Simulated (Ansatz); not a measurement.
`[OH][GeH]([Cl])[Br]` + PH₃ → `[OH][GeH]([PH2])[Br]` + HCl at 400 K and 1 bar (ligand exchange at a Ge–Cl bond).

Gas-phase electronic energies from Ansatz, PBE0-D4/def2-TZVP geometries. CCSD(T)/CBS is the MP2 limit (def2-TZVPP, def2-QZVPP) plus CCSD(T) − MP2 in def2-TZVPP, frozen cores. This one scheme is used for every species. For Br, Ge outer-core shells are correlated without core-valence functions, which leaves a few kJ/mol of doubt a bond. Scalar relativity is left out up to krypton. Each species was taken in one conformer, which may not be the lowest.

| species | CCSD(T)/CBS energy (Eh) | H − E (kJ/mol) | S (J/(mol·K)) |
| --- | --- | --- | --- |
| `[OH][GeH]([Cl])[Br]` | -5185.69710 | 92.3 | 376.2 |
| PH₃ | -342.72256 | 77.1 | 221.7 |
| `[OH][GeH]([PH2])[Br]` | -5068.02072 | 140.0 | 404.2 |
| HCl | -460.38127 | 29.6 | 195.4 |

H − E and S are ideal-gas, rigid-rotor, harmonic terms from PBE0-D4/def2-TZVP, for one conformer and one mirror image of each species. 1 Eh = 2625.50 kJ/mol, R = 8.31446 J/(mol·K).

Task: By hand: ΔE, ΔH, ΔS and ΔG.

Result: ΔE = (-5068.02072) + (-460.38127) − (-5185.69710) − (-342.72256) = 0.01767 Eh = 46.4 kJ/mol. Δ(H − E) = 140.0 + 29.6 − 92.3 − 77.1 = 0.2, so ΔH = 46.6 kJ/mol. ΔS = 404.2 + 195.4 − 376.2 − 221.7 = 1.7 J/(mol·K). ΔG = 46.6 − 400 × (1.7)/1000 = 45.9 kJ/mol.

Task: By hand: the equilibrium constant, and the temperature at which ΔG would vanish if ΔH and ΔS stayed fixed.

Result: log₁₀ K = −ΔG/(RT ln 10) = -6.0. ΔG = 0 at ΔH/ΔS = 27412 K, far beyond where these terms or the molecules hold.

The number of gas molecules stays the same, so ΔS is small and ΔH decides. A doubt of 5 kJ/mol in ΔE shifts log₁₀ K by 0.7 here. Other conformers and mirror images would add mixing entropy, several J/(mol·K) or more a flexible species. These are equilibria of isolated gas molecules and say nothing of rates. Largest T1 diagnostic: 0.013 (customary marks: 0.02 for closed shells, 0.045 for open ones).
